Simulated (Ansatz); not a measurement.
Ideal-gas functions of CAlClFNO (`O=C=[N][Al]([F])[Cl]`) at 298.15 K and 1 bar, from an Ansatz frequency run at PBE0-D4/def2-TZVP.

Molar mass 123.45 g/mol, point group Cs (symmetry number 1), electronic degeneracy 1, moments of inertia 127.589, 433.725, 561.314 u Å². Harmonic wavenumbers (cm⁻¹, unscaled): 33, 69, 178, 227, 257, 452, 642, 654, 668, 897, 1522, 2412.

Use S(trans) = R[1.5 ln M + 2.5 ln T − 1.1517]; rotational temperatures θ = 24.2544 K / I; S(rot) = R[ln(√π/σ · √(T³/θAθBθC)) + 1.5]; for each mode x = 1.438777 ν̃/T, S = R[x/(eˣ − 1) − ln(1 − e⁻ˣ)] and H = RT x/(eˣ − 1); 1 cm⁻¹ = 0.0119627 kJ/mol; R = 8.31446 J/(mol·K).

Problem. By hand: the entropy, in J/(mol·K).

Solution. Translation 168.9. Rotation: θ = 0.1901, 0.0559, 0.0432 K, giving 120.2. Vibration, mode by mode: 23.60, 17.50, 9.83, 7.96, 7.04, 3.30, 1.60, 1.53, 1.45, 0.59, 0.04, 0.00, in all 74.4. Electronic 0.0. Sum 363.5 J/(mol·K).

Problem. By hand: H − E and G − E in kJ/mol, counted from the electronic energy.

Solution. Zero-point energy ½ × 8011 × 0.0119627 = 47.9; thermal vibration 10.4; translation, rotation and pV give 4 RT = 9.9. H − E = 68.2 kJ/mol, and G − E = 68.2 − 298.15 × 363.5/1000 = -40.2 kJ/mol.

Vibration gives 20 % of the entropy, 41.1 J/(mol·K) of it from the modes under 150 cm⁻¹: soft modes count most, and the harmonic formula is weakest for them. The sum counts one conformer and one mirror image; others add a mixing term.
